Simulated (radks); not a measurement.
As3-, configuration [Kr].

All-electron calculation, scalar-relativistic Kohn-Sham, PBE, spin-polarised, spherical densities, finite nucleus; Fermi nuclear charge, rms radius 4.0968 fm; Watson sphere of charge +3 and radius 2.22 bohr. Program: a radial shooting solver on a logarithmic mesh with Libxc functionals.

Energy parts (eV; the electron-nucleus part includes the sphere):
total: -62779.872
kinetic: 62779.991
electron-nucleus: -150865.477
Hartree: 27614.513
exchange-correlation: -2308.899

Orbitals (lengths in bohr, moments of r in powers of bohr; <r^-3> diverges for s and p1/2):
\begin{tabular}{lrrrrr}
orbital & occ. & eigenvalue (eV) & <r^-3> & <r> & <1/r> \\ \hline
1s & 2 & -11717.01 & - & 0.04550 & 33.47 \\
2s & 2 & -1485.054 & - & 0.2028 & 7.368 \\
2p & 6 & -1301.889 & 1106 & 0.1772 & 7.220 \\
3s & 2 & -188.8906 & - & 0.5986 & 2.384 \\
3p & 6 & -132.2836 & 153.0 & 0.6179 & 2.230 \\
3d & 10 & -39.4278 & 16.74 & 0.6862 & 1.896 \\
4s & 2 & -16.7567 & - & 1.970 & 0.6583 \\
4p & 6 & -7.6421 & 8.338 & 2.427 & 0.5267 \\
\end{tabular}

The highest occupied level is 4p at -7.642 eV. Summed over all electrons, <r^2> = 59.58 bohr^2, which gives a Langevin (diamagnetic) susceptibility term of -47.2 x 10^-6 cm^3/mol. The electron density at the nucleus is 3.6e+04 e/bohr^3 (large components only). The density falls to 0.001 e/bohr^3 at r = 4.57 bohr.
